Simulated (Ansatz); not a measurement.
Ansatz (an electronic-structure program) input (B3LYP-D3(BJ)/def2-TZVP):

Ansatz 0.2 input:
```yaml
crystal:
  periodic: [false, false, false]
  atoms:
    - {symbol: C, position_ang: [1.08331416, -0.36964599, 0.01428232]}
    - {symbol: C, position_ang: [-0.11449762, 0.29184644, -0.57145929]}
    - {symbol: O, position_ang: [-1.13643185, 0.27846473, 0.23147453]}
    - {symbol: H, position_ang: [1.39523303, -1.17287007, -0.65956252]}
    - {symbol: H, position_ang: [1.90627708, 0.35094910, 0.01626492]}
    - {symbol: H, position_ang: [0.93967941, -0.77368304, 1.03389627]}
    - {symbol: H, position_ang: [-0.96263393, -0.16531657, 1.10066690]}
basis:
  gaussian:
    orbitals: def2-TZVP
hamiltonian:
  xc: b3lyp
  dispersion: d3bj
phonons: {temperatures: {t_min: 298.15, t_max: 298.15, t_step: 100}}
```

Output:

```
Functional definition: B3LYP
integrals: 0.03 GiB planned
687 factors; their error is unknown
mean field: 0.32 GiB planned
mean field evaluation 1: about -4178.7643 eV, gradient 5.7e1 eV
mean field evaluation 2: about -4175.2283 eV, gradient 6.9e1 eV
mean field evaluation 4: about -4185.3742 eV, gradient 4.8e0 eV
mean field evaluation 8: about -4185.4209 eV, gradient 3.9e-2 eV
mean field evaluation 16: about -4185.4107 eV, gradient 1.8e-5 eV
mean field -4185.41073619 eV, -153.8110075817 hartree, gradient 1.8e-5 eV, S^2 0.000000; 0 other end points of the search recorded, 0 dependent functions left out
the calculation of the forces begins
reference -4185.41095079 eV, -153.8110154681 hartree; 12, 12 occupied and 105, 105 virtual orbitals, 687 factors
these checks for a lower state are left out or cut short: stability, starts, cluster_reference, orbital_swaps, neighbouring_geometries, increment
integrals: 0.03 GiB planned
687 factors; their error is unknown
mean field: 0.32 GiB planned
mean field -4185.41058389 eV, -153.8110019846 hartree, gradient 2.3e-6 eV, S^2 0.000000; 0 other end points of the search recorded, 0 dependent functions left out
the calculation of the forces begins
reference -4185.41079839 eV, -153.8110098673 hartree; 12, 12 occupied and 105, 105 virtual orbitals, 687 factors
these checks for a lower state are left out or cut short: stability, starts, cluster_reference, orbital_swaps, neighbouring_geometries, increment
integrals: 0.03 GiB planned
687 factors; their error is unknown
mean field: 0.32 GiB planned
mean field evaluation 32: about -4185.4106 eV, gradient 1.1e-6 eV
mean field -4185.41058164 eV, -153.8110019022 hartree, gradient 2.3e-6 eV, S^2 0.000000; 0 other end points of the search recorded, 0 dependent functions left out
the calculation of the forces begins
reference -4185.41079634 eV, -153.8110097922 hartree; 12, 12 occupied and 105, 105 virtual orbitals, 687 factors
these checks for a lower state are left out or cut short: stability, starts, cluster_reference, orbital_swaps, neighbouring_geometries, increment
integrals: 0.03 GiB planned
687 factors; their error is unknown
mean field: 0.32 GiB planned
mean field -4185.41059173 eV, -153.8110022730 hartree, gradient 2.3e-6 eV, S^2 0.000000; 0 other end points of the search recorded, 0 dependent functions left out
the calculation of the forces begins
reference -4185.41080631 eV, -153.8110101585 hartree; 12, 12 occupied and 105, 105 virtual orbitals, 687 factors
these checks for a lower state are left out or cut short: stability, starts, cluster_reference, orbital_swaps, neighbouring_geometries, increment
integrals: 0.03 GiB planned
687 factors; their error is unknown
mean field: 0.32 GiB planned
mean field -4185.41058069 eV, -153.8110018672 hartree, gradient 2.3e-6 eV, S^2 0.000000; 0 other end points of the search recorded, 0 dependent functions left out
the calculation of the forces begins
reference -4185.41079531 eV, -153.8110097545 hartree; 12, 12 occupied and 105, 105 virtual orbitals, 687 factors
these checks for a lower state are left out or cut short: stability, starts, cluster_reference, orbital_swaps, neighbouring_geometries, increment
integrals: 0.03 GiB planned
687 factors; their error is unknown
mean field: 0.32 GiB planned
mean field -4185.41062962 eV, -153.8110036653 hartree, gradient 2.3e-6 eV, S^2 0.000000; 0 other end points of the search recorded, 0 dependent functions left out
the calculation of the forces begins
reference -4185.41084428 eV, -153.8110115538 hartree; 12, 12 occupied and 105, 105 virtual orbitals, 687 factors
these checks for a lower state are left out or cut short: stability, starts, cluster_reference, orbital_swaps, neighbouring_geometries, increment
integrals: 0.03 GiB planned
[...]
the calculation of the forces begins
reference -4185.41088960 eV, -153.8110132193 hartree; 12, 12 occupied and 105, 105 virtual orbitals, 687 factors
these checks for a lower state are left out or cut short: stability, starts, cluster_reference, orbital_swaps, neighbouring_geometries, increment
integrals: 0.03 GiB planned
687 factors; their error is unknown
mean field: 0.32 GiB planned
mean field -4185.41072932 eV, -153.8110073292 hartree, gradient 2.3e-6 eV, S^2 0.000000; 0 other end points of the search recorded, 0 dependent functions left out
the calculation of the forces begins
reference -4185.41094394 eV, -153.8110152163 hartree; 12, 12 occupied and 105, 105 virtual orbitals, 687 factors
these checks for a lower state are left out or cut short: stability, starts, cluster_reference, orbital_swaps, neighbouring_geometries, increment
integrals: 0.03 GiB planned
687 factors; their error is unknown
mean field: 0.32 GiB planned
mean field -4185.41070360 eV, -153.8110063842 hartree, gradient 2.3e-6 eV, S^2 0.000000; 0 other end points of the search recorded, 0 dependent functions left out
the calculation of the forces begins
reference -4185.41091818 eV, -153.8110142698 hartree; 12, 12 occupied and 105, 105 virtual orbitals, 687 factors
these checks for a lower state are left out or cut short: stability, starts, cluster_reference, orbital_swaps, neighbouring_geometries, increment
integrals: 0.03 GiB planned
687 factors; their error is unknown
mean field: 0.32 GiB planned
mean field evaluation 128: about -4185.4107 eV, gradient 1.1e-6 eV
mean field -4185.41066738 eV, -153.8110050529 hartree, gradient 2.3e-6 eV, S^2 0.000000; 0 other end points of the search recorded, 0 dependent functions left out
the calculation of the forces begins
reference -4185.41088194 eV, -153.8110129378 hartree; 12, 12 occupied and 105, 105 virtual orbitals, 687 factors
these checks for a lower state are left out or cut short: stability, starts, cluster_reference, orbital_swaps, neighbouring_geometries, increment
integrals: 0.03 GiB planned
687 factors; their error is unknown
mean field: 0.32 GiB planned
mean field -4185.41068290 eV, -153.8110056233 hartree, gradient 2.3e-6 eV, S^2 0.000000; 0 other end points of the search recorded, 0 dependent functions left out
the calculation of the forces begins
reference -4185.41089754 eV, -153.8110135112 hartree; 12, 12 occupied and 105, 105 virtual orbitals, 687 factors
these checks for a lower state are left out or cut short: stability, starts, cluster_reference, orbital_swaps, neighbouring_geometries, increment
integrals: 0.03 GiB planned
687 factors; their error is unknown
mean field: 0.32 GiB planned
mean field -4185.41068363 eV, -153.8110056500 hartree, gradient 2.3e-6 eV, S^2 0.000000; 0 other end points of the search recorded, 0 dependent functions left out
the calculation of the forces begins
reference -4185.41089818 eV, -153.8110135348 hartree; 12, 12 occupied and 105, 105 virtual orbitals, 687 factors
these checks for a lower state are left out or cut short: stability, starts, cluster_reference, orbital_swaps, neighbouring_geometries, increment
integrals: 0.03 GiB planned
687 factors; their error is unknown
mean field: 0.32 GiB planned
mean field -4185.41069576 eV, -153.8110060958 hartree, gradient 2.3e-6 eV, S^2 0.000000; 0 other end points of the search recorded, 0 dependent functions left out
the calculation of the forces begins
reference -4185.41091040 eV, -153.8110139837 hartree; 12, 12 occupied and 105, 105 virtual orbitals, 687 factors
these checks for a lower state are left out or cut short: stability, starts, cluster_reference, orbital_swaps, neighbouring_geometries, increment
integrals: 0.03 GiB planned
687 factors; their error is unknown
mean field: 0.32 GiB planned
mean field -4185.41064020 eV, -153.8110040541 hartree, gradient 2.3e-6 eV, S^2 0.000000; 0 other end points of the search recorded, 0 dependent functions left out
the calculation of the forces begins
reference -4185.41085481 eV, -153.8110119408 hartree; 12, 12 occupied and 105, 105 virtual orbitals, 687 factors
these checks for a lower state are left out or cut short: stability, starts, cluster_reference, orbital_swaps, neighbouring_geometries, increment
integrals: 0.03 GiB planned
687 factors; their error is unknown
mean field: 0.32 GiB planned
mean field evaluation 160: about -4185.4182 eV, gradient 2.4e-4 eV
mean field -4185.41065277 eV, -153.8110045159 hartree, gradient 2.3e-6 eV, S^2 0.000000; 0 other end points of the search recorded, 0 dependent functions left out
the calculation of the forces begins
reference -4185.41086736 eV, -153.8110124019 hartree; 12, 12 occupied and 105, 105 virtual orbitals, 687 factors
these checks for a lower state are left out or cut short: stability, starts, cluster_reference, orbital_swaps, neighbouring_geometries, increment
integrals: 0.03 GiB planned
687 factors; their error is unknown
mean field: 0.32 GiB planned
mean field -4185.41072688 eV, -153.8110072396 hartree, gradient 2.3e-6 eV, S^2 0.000000; 0 other end points of the search recorded, 0 dependent functions left out
the calculation of the forces begins
reference -4185.41094150 eV, -153.8110151268 hartree; 12, 12 occupied and 105, 105 virtual orbitals, 687 factors
these checks for a lower state are left out or cut short: stability, starts, cluster_reference, orbital_swaps, neighbouring_geometries, increment
integrals: 0.03 GiB planned
687 factors; their error is unknown
mean field: 0.32 GiB planned
mean field -4185.41071582 eV, -153.8110068330 hartree, gradient 2.3e-6 eV, S^2 0.000000; 0 other end points of the search recorded, 0 dependent functions left out
the calculation of the forces begins
reference -4185.41093040 eV, -153.8110147186 hartree; 12, 12 occupied and 105, 105 virtual orbitals, 687 factors
these checks for a lower state are left out or cut short: stability, starts, cluster_reference, orbital_swaps, neighbouring_geometries, increment
integrals: 0.03 GiB planned
687 factors; their error is unknown
mean field: 0.32 GiB planned
mean field -4185.41061494 eV, -153.8110031258 hartree, gradient 2.3e-6 eV, S^2 0.000000; 0 other end points of the search recorded, 0 dependent functions left out
the calculation of the forces begins
reference -4185.41082939 eV, -153.8110110068 hartree; 12, 12 occupied and 105, 105 virtual orbitals, 687 factors
these checks for a lower state are left out or cut short: stability, starts, cluster_reference, orbital_swaps, neighbouring_geometries, increment
integrals: 0.03 GiB planned
687 factors; their error is unknown
mean field: 0.32 GiB planned
mean field evaluation 192: about -4185.4106 eV, gradient 2.5e-4 eV
mean field -4185.41062685 eV, -153.8110035635 hartree, gradient 2.3e-6 eV, S^2 0.000000; 0 other end points of the search recorded, 0 dependent functions left out
the calculation of the forces begins
reference -4185.41084160 eV, -153.8110114553 hartree; 12, 12 occupied and 105, 105 virtual orbitals, 687 factors
these checks for a lower state are left out or cut short: stability, starts, cluster_reference, orbital_swaps, neighbouring_geometries, increment
integrals: 0.03 GiB planned
687 factors; their error is unknown
mean field: 0.32 GiB planned
mean field -4185.41071143 eV, -153.8110066717 hartree, gradient 2.3e-6 eV, S^2 0.000000; 0 other end points of the search recorded, 0 dependent functions left out
the calculation of the forces begins
reference -4185.41092601 eV, -153.8110145575 hartree; 12, 12 occupied and 105, 105 virtual orbitals, 687 factors
these checks for a lower state are left out or cut short: stability, starts, cluster_reference, orbital_swaps, neighbouring_geometries, increment
integrals: 0.03 GiB planned
687 factors; their error is unknown
mean field: 0.32 GiB planned
mean field -4185.41073361 eV, -153.8110074867 hartree, gradient 2.3e-6 eV, S^2 0.000000; 0 other end points of the search recorded, 0 dependent functions left out
the calculation of the forces begins
reference -4185.41094822 eV, -153.8110153737 hartree; 12, 12 occupied and 105, 105 virtual orbitals, 687 factors
Total energy: -4185.55695850 eV, -153.8163811524 hartree
Atom 0 at     1.083314    -0.369646     0.014282 Å, force    -0.000584     0.000169     0.000060 eV/Å
Atom 1 at    -0.114498     0.291846    -0.571459 Å, force     0.000490    -0.000204     0.000090 eV/Å
Atom 2 at    -1.136432     0.278465     0.231475 Å, force    -0.000018    -0.000011     0.000039 eV/Å
Atom 3 at     1.395233    -1.172870    -0.659563 Å, force     0.000065     0.000076    -0.000056 eV/Å
Atom 4 at     1.906277     0.350949     0.016265 Å, force     0.000028    -0.000035    -0.000106 eV/Å
Atom 5 at     0.939679    -0.773683     1.033896 Å, force     0.000063    -0.000003    -0.000040 eV/Å
Atom 6 at    -0.962634    -0.165317     1.100667 Å, force    -0.000044     0.000009     0.000014 eV/Å
Dipole moment:     0.262194    -0.319289     0.521650 e Å
Vibrations: 145.81 538.64 747.75 912.78 982.25 1063.74 1327.73 1353.97 1371.23 1429.91 1468.49 2895.81 3062.83 3084.58 3290.50 cm⁻¹, zero-point energy 1.467726 eV
```
